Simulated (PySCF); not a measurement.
Geometry:
| atom | x (Å) | y (Å) | z (Å) |
| --- | --- | --- | --- |
| O1 | -0.145 | -1.331 | 2.048 |
| P2 | 0.344 | -0.309 | 1.069 |
| C3 | 1.748 | 0.687 | 1.659 |
| C4 | 2.364 | 1.645 | 0.649 |
| C5 | 3.606 | 2.342 | 1.186 |
| C6 | 4.233 | 3.304 | 0.189 |
| C7 | 5.460 | 4.024 | 0.707 |
| Cl8 | 5.087 | 5.077 | 2.108 |
| C9 | -0.946 | 0.855 | 0.523 |
| C10 | -2.197 | 0.108 | 0.065 |
| C11 | -3.379 | 1.013 | -0.263 |
| C12 | -3.969 | 1.728 | 0.944 |
| C13 | -5.146 | 2.623 | 0.620 |
| Cl14 | -4.681 | 3.991 | -0.445 |
| H15 | 0.840 | -0.831 | -0.172 |
| H16 | 1.393 | 1.218 | 2.559 |
| H17 | 2.488 | -0.050 | 2.013 |
| H18 | 2.621 | 1.096 | -0.275 |
| H19 | 1.623 | 2.408 | 0.352 |
| H20 | 3.352 | 2.895 | 2.105 |
| H21 | 4.352 | 1.583 | 1.483 |
| H22 | 4.536 | 2.755 | -0.722 |
| H23 | 3.488 | 4.052 | -0.133 |
| H24 | 6.231 | 3.315 | 1.043 |
| H25 | 5.899 | 4.672 | -0.064 |
| H26 | -0.553 | 1.513 | -0.269 |
| H27 | -1.163 | 1.489 | 1.400 |
| H28 | -1.948 | -0.491 | -0.827 |
| H29 | -2.473 | -0.617 | 0.849 |
| H30 | -4.170 | 0.404 | -0.734 |
| H31 | -3.082 | 1.763 | -1.015 |
| H32 | -4.316 | 0.983 | 1.683 |
| H33 | -3.201 | 2.334 | 1.453 |
| H34 | -5.941 | 2.073 | 0.095 |
| H35 | -5.574 | 3.068 | 1.528 |

Geometry: PBE0-D3(BJ)/def2-SVP; GIAO absolute shieldings from PySCF, gas phase, non-relativistic, averaged over equivalent atoms.

At PBE0/pcSseg-1 (364 basis functions, 120 s wall time on 1 thread of an AMD EPYC 9R45 96-Core, shared host):
```json
{"atoms": "O1", "σ (ppm)": "238.4"}
{"atoms": "P2", "σ (ppm)": "307.5"}
{"atoms": "C7/C13", "σ (ppm)": "133.5"}
{"atoms": "C6/C12", "σ (ppm)": "150.5"}
{"atoms": "C3/C9", "σ (ppm)": "152.9"}
{"atoms": "C5/C11", "σ (ppm)": "154.5"}
{"atoms": "C4/C10", "σ (ppm)": "160.9"}
{"atoms": "Cl8/Cl14", "σ (ppm)": "868.3"}
{"atoms": "H15", "σ (ppm)": "24.36"}
{"atoms": "H24/H35", "σ (ppm)": "27.77"}
{"atoms": "H25/H34", "σ (ppm)": "27.79"}
{"atoms": "H20/H30", "σ (ppm)": "29.68"}
{"atoms": "H22/H33", "σ (ppm)": "29.72"}
{"atoms": "H17/H27", "σ (ppm)": "29.73"}
{"atoms": "H18/H29", "σ (ppm)": "29.82"}
{"atoms": "H23/H32", "σ (ppm)": "29.91"}
{"atoms": "H21/H31", "σ (ppm)": "29.97"}
{"atoms": "H16/H26", "σ (ppm)": "30.06"}
{"atoms": "H19/H28", "σ (ppm)": "30.18"}
```

Problem. Estimate the result of repeating the calculation with KT3/pcSseg-1.

Solution. 
```json
{"atoms": "O1", "σ at KT3/pcSseg-1": "224.3", "change": "-14.1"}
{"atoms": "P2", "σ at KT3/pcSseg-1": "330.1", "change": "+22.6"}
{"atoms": "C7/C13", "σ at KT3/pcSseg-1": "130.5", "change": "-3.0"}
{"atoms": "C6/C12", "σ at KT3/pcSseg-1": "146.9", "change": "-3.6"}
{"atoms": "C3/C9", "σ at KT3/pcSseg-1": "150.4", "change": "-2.5"}
{"atoms": "C5/C11", "σ at KT3/pcSseg-1": "150.7", "change": "-3.8"}
{"atoms": "C4/C10", "σ at KT3/pcSseg-1": "156.8", "change": "-4.1"}
{"atoms": "Cl8/Cl14", "σ at KT3/pcSseg-1": "847.8", "change": "-20.5"}
{"atoms": "H15", "σ at KT3/pcSseg-1": "24.35", "change": "-0.01"}
{"atoms": "H24/H35", "σ at KT3/pcSseg-1": "27.74", "change": "-0.03"}
{"atoms": "H25/H34", "σ at KT3/pcSseg-1": "27.76", "change": "-0.03"}
{"atoms": "H20/H30", "σ at KT3/pcSseg-1": "29.68", "change": "+0.00"}
{"atoms": "H22/H33", "σ at KT3/pcSseg-1": "29.69", "change": "-0.03"}
{"atoms": "H17/H27", "σ at KT3/pcSseg-1": "29.77", "change": "+0.04"}
{"atoms": "H18/H29", "σ at KT3/pcSseg-1": "29.79", "change": "-0.03"}
{"atoms": "H23/H32", "σ at KT3/pcSseg-1": "29.91", "change": "+0.00"}
{"atoms": "H21/H31", "σ at KT3/pcSseg-1": "29.96", "change": "-0.01"}
{"atoms": "H16/H26", "σ at KT3/pcSseg-1": "30.06", "change": "+0.00"}
{"atoms": "H19/H28", "σ at KT3/pcSseg-1": "30.18", "change": "+0.00"}
```

The largest change is at P2 (phosphorus bonded to 2 C, O, H). Cost: 364 basis functions, 2 min wall time on 1 thread of an AMD EPYC 9R45 96-Core, shared host. The order of the carbon signals is the same at both levels.

Carbons that carry Cl, above all several Cl atoms, come out too deshielded, partly because spin–orbit coupling is missing.
